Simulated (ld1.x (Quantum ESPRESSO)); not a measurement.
**titanium: TM pseudisation with PBEsol, scalar-relativistic reference atom.**

| Quantity | Value |
| --- | --- |
| Element | titanium |
| Generator | ld1.x (Quantum ESPRESSO) 7.5 |
| Type | norm-conserving Troullier–Martins (Kleinman–Bylander form) |
| Functional | PBEsol |
| Relativity | scalar-relativistic |
| Frozen core | [Ar] |
| Valence charge | 4 |
| Reference configuration | 3d2 4s2 4p0 |
| Partial waves | 4p (bound, empty): rc 2.65 bohr; 3d (bound): rc 2.20 bohr; 4s (bound): rc 2.50 bohr |
| Local potential | the s channel |
| Core correction | Bessel-smoothed model core inside 1.80 bohr |

All-electron outer shells of the reference configuration (PBEsol, scalar-relativistic, ld1.x):

```tsv
shell	level (eV)	outermost node (bohr)	outermost maximum (bohr)
3s	-62.45	0.40	0.87
3p	-38.77	0.37	0.90
4s	-4.48	1.24	2.92
3d	-4.27	–	0.98
4p	-1.45	1.39	3.80
```

Calculated quality:

```json
{"Cutoffs needed": "45 Ry and 55 Ry (the cutoffs (Ry, on a coarse ladder) from which the occupation-weighted sum of valence levels, in a spherical-Bessel basis at the reference potential, stays within 10 and 1 mRy of its value at 400 Ry)", "Ghost test": "no extra level below or beside the all-electron valence levels (p, d, s, f tested) (spherical-Bessel basis up to 400 Ry, 20 bohr box)", "Largest excitation error": "-445 meV (all-electron minus pseudo) for 3d1 4s0 4p0, out of 7 test configurations"}
```

Generation and tests took about 1.5 s on one core of a shared server CPU.
